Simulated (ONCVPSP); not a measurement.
## C (Z = 6), ONCV: configuration errors across variants

ONCVPSP 4.0.1 input, shortened (lines: element, Z, core and valence counts, functional; n l f; lmax; l rc ep ncon nbas qcut; lloc lpopt rc5 dvloc0; l nproj debl; icmod fcfact rcfact), PBE, non-relativistic:

```
  C 6.00    1    2        4      upf
    1    0    2.00
    2    0    2.00
    2    1    2.00
    1
    0    0.95    0.00    4    8    8.20
    1    1.85    0.00    4    8    7.30
    0    5    0.95    0.00
    0    0    0.50
    1    3    0.30
    3    4.75    1.35
```

All-electron excitation energies from the reference (eV): (1) 2s2 2p1 10.865; (2) 2s2 2p0 35.024; (3) 2s1 2p0 83.197; (4) 2s2 2p1.5 3.965.

Errors AE − PS in meV (a dash: test not solved or not reliable):

| change | (1) | (2) | (3) | (4) | bound ghosts | GHOST(+) flags above zero |
| --- | --- | --- | --- | --- | --- | --- |
| base | +22 | +214 | +520 | +3.2 | none | none |
| p: rc 1.28 | +54 | +108 | +310 | +67 | none | p |
| p: rc 1.68 | +17 | +175 | +446 | +2.5 | none | none |
| p: rc 1.8 | +20 | +201 | +495 | +2.9 | none | none |
| p: rc 1.96 | +26 | +244 | +580 | +3.8 | none | none |
| p: rc 2.14 | +32 | +297 | +678 | +4.8 | none | none |
| p: rc 2.36 | +42 | +373 | +822 | +6.4 | none | none |
| p: rc 2.48 | +49 | +419 | +909 | +7.5 | none | none |
| p: rc 2.74 | +73 | +590 | +1222 | +11 | none | none |

Task: Give the same row for: p: rc 1.5.

Result: +13, +141, +378, +1.9; bound ghosts: none; GHOST(+) flags above zero: p.
